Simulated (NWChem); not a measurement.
Molecule: SbCl₃, triplet; SMILES of the neutral closed-shell parent [Cl][Sb]([Cl])[Cl]

```xyz
4

Sb     0.5484     0.3234     0.0000
Cl    -0.4001     2.5092     0.0000
Cl     0.3649    -2.6356     0.0000
Cl    -1.6100    -0.8437     0.0000
```
Atoms are numbered in this order, from 1.

Computed with NWChem. Spin-unrestricted. Medium grid unless said otherwise, to which SCAN and Minnesota functionals are sensitive. Geometry: optimised at PBE0/def2-SVP, spin-unrestricted. The spin multiplicity was typed, not searched, and may not be the lowest. No stability test was run on the SCF state. def2 effective core potentials on Sb; no spin-orbit coupling. Total energies of different functionals are on different scales.

| level | energy (Ha) | highest occupied level (eV) | lowest empty minus highest occupied level, either spin (eV) | dipole (D) | <S²> |
|---|---|---|---|---|---|
| B3LYP/def2-SVP | -1620.5489 | -6.21 | 0.97 | 1.92 | 2.00 |
| MN15/def2-SVP | -1619.4820 | -7.14 | 2.55 | 2.28 | 2.00 |
| PBE0/def2-SVP | -1619.9812 | -6.60 | 1.47 | 2.03 | 2.01 |
| B97-2/def2-SVP | -1620.7931 | ___ | ___ | 2.03 | 2.01 |

Task: What belongs in the gaps?

Result: 
- B97-2/def2-SVP, highest occupied level (eV): -6.29
- B97-2/def2-SVP, lowest empty minus highest occupied level, either spin (eV): 1.01
